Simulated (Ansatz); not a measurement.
Stepwise reaction of `CO[Si]OC` with hydrogen chloride, as a gas-phase model of exchange steps in deposition or etching. ΔE in kJ/mol; ΔG adds harmonic PBE0-D4 terms to CCSD(T)/CBS, at 1 bar.

Computed with Ansatz on PBE0-D4/def2-TZVP structures; ΔE is electronic, products minus reactants. CBS: MP2 limit from def2 TZ/QZ plus the TZ coupled-cluster correction, frozen cores. This one scheme is used for every species. DFT in def2-TZVPP. B3LYP here is the variant with VWN-RPA as its local correlation; programs differ in this. One conformer a species, not always the lowest.

```csv
step,reaction,PBE-D4,B3LYP-D4,ωB97M-V,CCSD(T)/CBS,ΔG(600 K)
2,`CO[Si]Cl` + HCl → `Cl[Si]Cl` + CH₃OH,16.9,25.7,23.7,24.1,24.8
```

(1) Give the row of step 1, `CO[Si]OC` + HCl → `CO[Si]Cl` + CH₃OH. (Best estimate.)

(2) By hand: ΔE of the 2 steps together at CCSD(T)/CBS.

Results:

(1) Computed: 
```tsv
step	reaction	PBE-D4	B3LYP-D4	ωB97M-V	CCSD(T)/CBS	ΔG(600 K)
1	`CO[Si]OC` + HCl → `CO[Si]Cl` + CH₃OH	-17.1	-8.7	-11.6	-10.3	-13.6
```

(2) (-10.3) + (24.1) = 13.8 kJ/mol, or 6.9 kJ/mol a step.

In ΔE each step is higher than the one before. ΔG lies between -13.6 and 24.8 kJ/mol a step. PBE-D4 differs from CCSD(T)/CBS by -7.2 to -6.8 kJ/mol a step. Isolated molecules leave out the surface, adducts and barriers. Largest T1 diagnostic: 0.014.
